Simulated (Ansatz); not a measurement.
Cd(OMe)(SeH) (CH4CdOSe), SMILES C[O][Cd][SeH].

Geometry optimised at B3LYP-D3(BJ)/def2-SVP. The def2 effective core potentials stand for the cores of Cd; spin–orbit coupling is left out. The values are those of a single conformer.

Two levels are set side by side: PBE/def2-SVPD (Ansatz, a first-principles code) and PBE0/def2-SVPD (Ansatz). Energy differences of separate SCF runs at the same geometry; the states with an electron removed or added have multiplicity 2 and 2. Differences are taken from unrounded values.

```
quantity                           PBE0   PBE  PBE minus PBE0
---------------------------------  ----  ----  --------------
vertical ionisation energy (eV)    8.97  8.54           -0.43
vertical singlet–triplet gap (eV)  3.85  3.37           -0.48
```
